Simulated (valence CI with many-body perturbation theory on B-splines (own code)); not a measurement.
Energy levels of Lu22+

Computed by valence CI with perturbative core correlation (CI+MBPT): three valence electrons over a frozen Dirac-Fock core [Kr] 4d10, radial functions for each j: 7 s, 7 p, 7 d, 7 f, 4 g, 2 h, with the one-electron correlation potential Σ1 (screened to all orders), the two-electron term Σ2, the three-electron term Σ3, Breit, model QED; selected single and double excitations, second order for the rest, scaled by the run's own slope (own B-spline code, finite nucleus).

No measured levels were compared; by estimate terms of the open shell hold to a few per cent of their energy, and close levels can change places. Excitations out of the core, of the other parity, are not computed and may begin above about 148 eV (a cautious bound); beyond it only levels of the ground parity were kept, without lifetimes.

Levels 1 to 45 of 136, with energies above the lowest level, 4f³ ⁴I°_9/2. "Leading %" is the weight of the configuration and term that name the level; weights of strongly mixed levels are sums over their largest components and can fall short. Lifetimes count E1, E2, E3, M1 and M2 decay at the calculated energies, and are blank where another channel may lead or the interval is too uncertain; long ones can be off by a factor of two.

| No. | Configuration | Term | J | E (eV) | Leading % | Second component | Lifetime | g |
| --- | --- | --- | --- | --- | --- | --- | --- | --- |
| 1 | 4f³ | ⁴I° | 9/2 | 0.000 | 86 | 13 % 4f³ ²H° |  | 0.751 |
| 2 | 4f³ | ⁴I° | 11/2 | 1.743 | 96 | 4 % 4f³ ²H° | 9.29 ms | 0.968 |
| 3 | 4f³ | ⁴I° | 13/2 | 3.307 | 95 | 4 % 4f³ ²K° | 11.1 ms | 1.098 |
| 4 | 4f³ | ⁴F° | 3/2 | 3.870 | 71 | 22 % 4f³ ²D° |  | 0.569 |
| 5 | 4f³ | ²H° | 9/2 | 4.550 | 43 | 31 % 4f³ ²G° | 5.20 ms | 1.009 |
| 6 | 4f³ | ⁴I° | 15/2 | 4.715 | 88 | 11 % 4f³ ²K° | 22.9 ms | 1.181 |
| 7 | 4f³ | ⁴F° | 5/2 | 5.039 | 86 | 8 % 4f³ ²D° | 38.8 ms | 1.021 |
| 8 | 4f³ | ⁴S° | 3/2 | 5.545 | 70 | 19 % 4f³ ²P° | 41.0 ms | 1.700 |
| 9 | 4f³ | ⁴F° | 7/2 | 5.602 | 59 | 36 % 4f³ ²G° | 51.6 ms | 1.100 |
| 10 | 4f³ | ⁴G° | 5/2 | 6.033 | 88 | 6 % 4f³ ²F° | 91.5 ms | 0.614 |
| 11 | 4f³ | ⁴G° | 7/2 | 6.766 | 62 | 22 % 4f³ ⁴F° | 13.9 ms | 1.029 |
| 12 | 4f³ | ⁴F° | 9/2 | 6.868 | 64 | 26 % 4f³ ²H° | 6.10 ms | 1.190 |
| 13 | 4f³ | ²H° | 11/2 | 7.140 | 77 | 17 % 4f³ ⁴G° | 5.28 ms | 1.111 |
| 14 | 4f³ | ²K° | 13/2 | 7.341 | 92 | 5 % 4f³ ⁴I° | 4.12 ms | 0.944 |
| 15 | 4f³ | ²G° | 7/2 | 8.044 | 50 | 31 % 4f³ ⁴G° | 5.90 ms | 0.980 |
| 16 | 4f³ | ²D° | 3/2 | 8.130 | 35 | 21 % 4f³ ⁴S° | 3.68 ms | 1.134 |
| 17 | 4f³ | ⁴G° | 9/2 | 8.345 | 87 | 11 % 4f³ ²H° | 6.37 ms | 1.140 |
| 18 | 4f³ | ²K° | 15/2 | 8.605 | 59 | 31 % 4f³ ²L° | 4.06 ms | 1.040 |
| 19 | 4f³ | ²P° | 1/2 | 8.657 | 71 | 29 % 4f³ ⁴D° | 7.60 ms | 0.469 |
| 20 | 4f³ | ²D° | 5/2 | 9.406 | 70 | 19 % 4f³ ⁴D° | 7.19 ms | 1.196 |
| 21 | 4f³ | ⁴G° | 11/2 | 9.455 | 52 | 40 % 4f³ ²H° | 15.2 ms | 1.171 |
| 22 | 4f³ | ²G° | 9/2 | 10.011 | 56 | 23 % 4f³ ⁴F° | 3.15 ms | 1.125 |
| 23 | 4f³ | ²D° | 5/2 | 10.018 | 52 | 40 % 4f³ ⁴D° | 4.92 ms | 1.240 |
| 24 | 4f³ | ⁴D° | 3/2 | 10.058 | 53 | 35 % 4f³ ²D° | 14.8 ms | 1.083 |
| 25 | 4f³ | ²I° | 11/2 | 10.505 | 66 | 23 % 4f³ ⁴G° | 6.48 ms | 1.020 |
| 26 | 4f³ | ⁴D° | 1/2 | 11.116 | 71 | 29 % 4f³ ²P° | 11.4 ms | 0.190 |
| 27 | 4f³ | ²D° | 3/2 | 11.401 | 45 | 35 % 4f³ ²P° | 2.28 ms | 1.068 |
| 28 | 4f³ | ²L° | 15/2 | 11.522 | 69 | 30 % 4f³ ²K° | 3.52 ms | 0.980 |
| 29 | 4f³ | ²I° | 13/2 | 11.674 | 96 |  | 7.96 ms | 1.069 |
| 30 | 4f³ | ⁴D° | 7/2 | 11.895 | 94 | 5 % 4f³ ²F° | 10.1 ms | 1.408 |
| 31 | 4f³ | ²L° | 17/2 | 12.045 | 100 |  | 9.82 ms | 1.057 |
| 32 | 4f³ | ²H° | 9/2 | 12.160 | 85 | 10 % 4f³ ²G° | 4.35 ms | 0.940 |
| 33 | 4f³ | ²F° | 5/2 | 13.182 | 47 | 33 % 4f³ ⁴D° | 1.69 ms | 1.069 |
| 34 | 4f³ | ²D° | 3/2 | 13.344 | 63 | 24 % 4f³ ⁴D° | 2.66 ms | 0.966 |
| 35 | 4f³ | ²H° | 11/2 | 13.703 | 69 | 24 % 4f³ ²I° | 2.61 ms | 1.062 |
| 36 | 4f³ | ²D° | 5/2 | 15.348 | 53 | 37 % 4f³ ²F° | 1.61 ms | 1.072 |
| 37 | 4f³ | ²F° | 7/2 | 15.413 | 90 | 5 % 4f³ ⁴D° | 1.89 ms | 1.143 |
| 38 | 4f³ | ²G° | 9/2 | 16.942 | 95 | 4 % 4f³ ²H° | 3.94 ms | 1.100 |
| 39 | 4f³ | ²G° | 7/2 | 17.411 | 92 | 8 % 4f³ ²F° | 5.43 ms | 0.907 |
| 40 | 4f³ | ²F° | 7/2 | 23.462 | 94 | 5 % 4f³ ²G° | 920 μs | 1.131 |
| 41 | 4f³ | ²F° | 5/2 | 24.147 | 100 |  | 1.41 ms | 0.856 |
| 42 | 4f²5s | ⁴H | 7/2 | 75.123 | 92 | 8 % 4f²5s ²G | 7.76 μs | 0.683 |
| 43 | 4f²5s | ⁴H | 9/2 | 75.728 | 65 | 25 % 4f²5s ²H | 6.06 μs | 0.969 |
| 44 | 4f²5s | ⁴F | 3/2 | 77.088 | 91 | 9 % 4f²5s ²D | 1.88 μs | 0.434 |
| 45 | 4f²5s | ⁴F | 5/2 | 77.572 | 74 | 17 % 4f²5s ²F | 1.79 μs | 1.016 |

Names give the largest LS component (configuration and term), which can be under half, so a name can repeat, a term be missing and a line seem to break the LS rules; names also repeat where a configuration has a term twice.

Where two levels of one J and parity lie close, their mixing, g and order are uncertain.

The ionisation energy to 4f² ³H4 of the next ion comes out as 624.37 eV (NIST: 630 ± 30 eV (theoretical)). All 136 levels together are meant to be complete up to 147.691 eV.
